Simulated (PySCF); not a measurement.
**Hf (hafnium, neutral) across methods**

[Xe] 4f14 5d1 6s2 6p1, one real determinant (an excited configuration). All numbers are calculated (PySCF 2.14, scalar relativity by spin-free X2C-1e, in x2c-TZVPPall (11s7p7d3f1g, 97 functions)).

| method | E (hartree) | mean ε 6s β (eV) | mean ε 5d α (eV) | mean ε 6p α (eV) | Σ⟨r²⟩ (bohr²) | ⟨S²⟩ |
| --- | --- | --- | --- | --- | --- | --- |
| BP86 | -15080.44 | -6.157 | -5.622 | -2.745 | 83.14 | 2.002 |
| LDA | -15068.64 | -6.230 | -5.539 | -2.658 | 83.05 | 2.001 |
| PBE | -15078.49 | -5.981 | -5.501 | -2.706 | 83.31 | 2.002 |
| revPBE | -15078.91 | -5.888 | -5.493 | -2.714 | 83.31 | 2.003 |
| PBE0 | -15078.26 | -6.594 | -6.670 | -3.337 | 83.26 | 2.024 |
| UHF | -15073.34877 | -7.524 | -9.592 | -4.908 | 85.43 | 2.221 |
| wB97M-V | -15077.61 | -8.532 | -8.935 | -4.417 | 84.00 | 2.007 |
| r2SCAN | -15078.59 | -6.036 | -6.010 | -2.848 | 83.44 | 2.007 |

⟨L²⟩ = 8.01 against 12 for a pure F term, so this real determinant mixes terms. Spin-orbit coupling, absent here, splits the open shell strongly.
